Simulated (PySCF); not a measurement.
A structure optimised at PBE-D3(BJ)/def2-TZVPD, used in a PySCF frequency run:

```
C
H 1 1.1026
H 1 1.1026 2 109.79
H 1 1.1026 2 109.79 3 -120.78
Be 1 1.6554 2 109.15 3 119.61
```
Charge +1, spin multiplicity 1.

Task: Write its SMILES, formula and point group.

Result: [Be+][CH3], CH₃Be, C3v

Task: What are its rotational constants (standard atomic weights)?

Result: 154.05, 26.904, 26.904 GHz
